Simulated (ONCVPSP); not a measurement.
## Reading a pseudo-wave (Cl)

Columns: radius, all-electron u(r) and pseudo u(r) of the 2s shell (level -263.80 eV) of chlorine in the configuration [He] 2s2 2p6 3s2 3p4; PBE, non-relativistic, ONCV scheme, ONCVPSP 4.0.1.

```json
{"r (bohr)": "0.035", "all-electron": "-0.6950", "pseudo": "0.2175"}
{"r (bohr)": "0.070", "all-electron": "-0.6339", "pseudo": "0.4306"}
{"r (bohr)": "0.105", "all-electron": "-0.2565", "pseudo": "0.6345"}
{"r (bohr)": "0.140", "all-electron": "0.1998", "pseudo": "0.8249"}
{"r (bohr)": "0.175", "all-electron": "0.6265", "pseudo": "0.9976"}
{"r (bohr)": "0.210", "all-electron": "0.9768", "pseudo": "1.1481"}
{"r (bohr)": "0.245", "all-electron": "1.2382", "pseudo": "1.2728"}
{"r (bohr)": "0.280", "all-electron": "1.4150", "pseudo": "1.3691"}
{"r (bohr)": "0.315", "all-electron": "1.5188", "pseudo": "1.4353"}
{"r (bohr)": "0.350", "all-electron": "1.5619", "pseudo": "1.4709"}
{"r (bohr)": "0.385", "all-electron": "1.5578", "pseudo": "1.4766"}
{"r (bohr)": "0.420", "all-electron": "1.5188", "pseudo": "1.4554"}
{"r (bohr)": "0.455", "all-electron": "1.4545", "pseudo": "1.4103"}
{"r (bohr)": "0.490", "all-electron": "1.3736", "pseudo": "1.3462"}
{"r (bohr)": "0.525", "all-electron": "1.2825", "pseudo": "1.2677"}
{"r (bohr)": "0.560", "all-electron": "1.1862", "pseudo": "1.1796"}
{"r (bohr)": "0.595", "all-electron": "1.0885", "pseudo": "1.0862"}
{"r (bohr)": "0.630", "all-electron": "0.9921", "pseudo": "0.9916"}
{"r (bohr)": "0.665", "all-electron": "0.8991", "pseudo": "0.8991"}
{"r (bohr)": "0.700", "all-electron": "0.8109", "pseudo": "0.8109"}
{"r (bohr)": "0.735", "all-electron": "0.7281", "pseudo": "0.7281"}
{"r (bohr)": "0.770", "all-electron": "0.6513", "pseudo": "0.6513"}
{"r (bohr)": "0.805", "all-electron": "0.5807", "pseudo": "0.5807"}
{"r (bohr)": "0.840", "all-electron": "0.5164", "pseudo": "0.5164"}
{"r (bohr)": "0.875", "all-electron": "0.4579", "pseudo": "0.4579"}
{"r (bohr)": "0.910", "all-electron": "0.4053", "pseudo": "0.4053"}
```

Question: How many radial nodes do the two functions have?

Answer: The all-electron 2s function has n − l − 1 = 1; the pseudo-wave has 0, since the states of the same l below it are removed with the core.

Question: At about which radius was the pseudo-wave matched?

Answer: 0.70 bohr. The columns agree to 0.0005 from 0.63 bohr on; several derivatives are matched, so the curves merge somewhat inside the radius.

Question: Is the pseudo-wave norm-conserving?

Answer: Yes: the ONCV scheme keeps the norm inside the radius equal to the all-electron one, which fixes the energy derivative of the logarithmic derivative at the level.
